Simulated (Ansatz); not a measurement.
Molecule: methoxy(dimethyl)borane, C$_{3}$H$_{9}$BO (charge 0, singlet). SMILES: COB(C)C
Structure (B3LYP-D3(BJ)/def2-TZVP (Ansatz, a quantum-chemistry and plane-wave program) minimum search):
```xyz
14

C      1.7105    -0.9616    -0.0297
O      0.9222     0.1514     0.3700
B     -0.3942     0.2818     0.0415
C     -1.1348    -0.8163    -0.8191
C     -1.1212     1.5735     0.5636
H      1.3128    -1.8943     0.3768
H      1.7565    -1.0442    -1.1180
H      2.7167    -0.8077     0.3567
H     -2.1815    -0.5736    -1.0038
H     -1.1018    -1.7949    -0.3275
H     -0.6486    -0.9554    -1.7909
H     -1.9841     1.3027     1.1819
H     -1.5321     2.1455    -0.2755
H     -0.4715     2.2292     1.1442
```

Parts of the frozen-core correlation energy in cc-pVQZ (Ansatz, hartree). Frozen orbitals: 5; correlated occupied orbitals by spin: 15 and 15; virtual: 525 and 525. No spin-orbit coupling. Non-relativistic.

| term | value |
|---|---|
| reference (HF) | -218.54459 |
| MP2 opposite-spin | -0.72606 |
| MP2 same-spin | -0.20354 |
| CCSD correlation | -0.96841 |
| (T) | -0.03822 |
| T1 diagnostic | 0.012 |
| largest doubles amplitude | 0.013 |
